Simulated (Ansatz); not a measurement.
`[F][GeH]`, relaxed with RKS PBE-D4/def2-SVP in the Gaussian-basis code of Ansatz from a rough embedded geometry. The force threshold is 0.03 eV/Å; the program also tests the step.

Charge 0, multiplicity 1.

Start:

```xyz
3

F     0.992    0.600    0.835
Ge   -0.462   -0.290    0.350
H    -0.530   -0.310   -1.185
```

By how much does the energy fall, and how many steps does the optimiser take? (An estimate is asked.)

Computed: 19.39 kJ/mol, in 5 steps.

Which bonds change most? (Estimate.)

Ansatz gave: Ge2–H3 from 1.536 to 1.633 Å; F1–Ge2 from 1.773 to 1.777 Å.

Give the relaxed structure. (Estimate.)

The calculation gave: 
```xyz
3

F     0.967    0.587    0.733
Ge   -0.527   -0.331    0.448
H    -0.440   -0.255   -1.181
```
